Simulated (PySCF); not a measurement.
PBE on Al²⁺ (aluminium, charge +2)

Configuration: [Ne] 3s1, 2S determinant. Calculation: PySCF 2.14, in cc-pVDZ-DK; the spin-free X2C one-electron Hamiltonian (Gaussian nucleus).

| Quantity | Value |
| --- | --- |
| Total energy | -241.7487 hartree |
| One-electron energy | -327.6863 hartree |
| Hartree (Coulomb) energy | 103.9323 hartree |
| Exchange-correlation energy | -17.9948 hartree |
| ⟨S²⟩ | 0.7500 |
| ⟨L²⟩ | 0.000 |
| Sum of ⟨r⟩ | 7.325 bohr |
| Sum of ⟨r²⟩ | 9.363 bohr² |
| Langevin diamagnetic susceptibility | -7.42 ×10⁻⁶ cm³/mol |
| Time after the integrals | 0.07 s of wall time on 1 thread of Neoverse-V1 (shared host) |

```json
{"shell": "1s α", "electrons": "1", "mean orbital energy (hartree)": "-56.33601", "rms radius, mean of both spins (bohr)": "0.139"}
{"shell": "1s β", "electrons": "1", "mean orbital energy (hartree)": "-56.33213", "rms radius, mean of both spins (bohr)": "0.139"}
{"shell": "2s α", "electrons": "1", "mean orbital energy (hartree)": "-4.74682", "rms radius, mean of both spins (bohr)": "0.681"}
{"shell": "2s β", "electrons": "1", "mean orbital energy (hartree)": "-4.73897", "rms radius, mean of both spins (bohr)": "0.681"}
{"shell": "2p α", "electrons": "3", "mean orbital energy (hartree)": "-3.33384", "rms radius, mean of both spins (bohr)": "0.676"}
{"shell": "2p β", "electrons": "3", "mean orbital energy (hartree)": "-3.32572", "rms radius, mean of both spins (bohr)": "0.676"}
{"shell": "3s α", "electrons": "1", "mean orbital energy (hartree)": "-0.90117", "rms radius, mean of both spins (bohr)": "2.38"}
```

Densities and radii are taken from the X2C orbitals without a picture-change correction, which distorts them close to the nucleus.
